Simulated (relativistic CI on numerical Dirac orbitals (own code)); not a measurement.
## Hyperfine structure of Bi V, mass number 207

Calculated at this level of theory: Dirac-Coulomb-Breit CI, KLI orbitals optimised for each configuration, a model potential for QED, valence Slater integrals scaled by 0.85, P86 correlation energy added to each configuration (own radial code, finite nucleus).

CI space (outside the closed core [Xe] 4f14): 5d10.6s, 5d10.6p, 5d10.6d, 5d9.6s2, 5d10.6f, 5d10.7s, 5d9.6s.5f, 5d10.5f, 5d9.6s.6p, 5d10.7p, 5d9.6s.5g, 5d10.7d, 5d10.8s. Double excitations out of closed p, d and f shells are left out; levels of such configurations are missing from the list, as are those of other unlisted configurations, and high levels can miss mixing partners.

Nuclear spin I = 9/2, μ = 4.0729 μN, Q = -0.76 b (tables of Stone and Pyykkö). The electronic factors are computed for point nuclear moments, without core polarisation; leaving it out makes A of s and p electrons in near-neutral atoms 20 to 40 % too small, and it can dominate for d and f shells.

| Level | E (cm⁻¹) | A (MHz) | B (MHz) |
| --- | --- | --- | --- |
| 5d10.6s 2S_1/2 | 0.0 | 75370 |  |
| 5d10.6p 2P°_1/2 | 85102.8 | 18430 |  |
| 5d10.6p 2P°_3/2 | 112029.7 | 1696 | -2780 |
| 5d9.6s2 2D_5/2 | 149239.4 | 1388 | 2460 |
| 5d9.6s2 2D_3/2 | 173177.3 | 3697 | 2210 |
| 5d9.6s.6p 4P°_5/2 | 216624.7 | 10750 | 1190 |
| 5d10.6d 2D_3/2 | 217762.3 | 464.4 | -266 |
| 5d10.6d 2D_5/2 | 220805.4 | 177.8 | -312 |

Levels with J = 0, under 50 % of one LS term, or S terms without an open s electron are left out. Small factors come from cancelling terms and can be off by tens of per cent or more.

At this charge configurations can still be misplaced by up to about 7 % of their energy. Levels and lines within the n = 5 or 6 shells can be off by up to 10 % or somewhat more, and those that change n by about 2 %, since core polarisation is missing. 12 of the 12 excited levels that our extract of the measured tables holds in this range could be paired (the sources list more); they are missed by 14582 cm⁻¹ on average and 45583 at most, and levels without a partner can miss by more. Levels that differ in their count of f electrons can be misplaced by several ten thousand cm⁻¹, since the correlation energy of f electrons is missing or only estimated; rates across such gaps can be off by orders of magnitude.

**Question.** Give the hyperfine levels of 5d10.6s 2S_1/2 relative to its centre of gravity.

**Answer.** With K = F(F + 1) − I(I + 1) − J(J + 1), E = AK/2: F = 4: -207300, F = 5: 169600 MHz.

LS names give the leading component of a level, which can be under half, so a name can repeat, a term be missing and a line seem to break the LS rules.
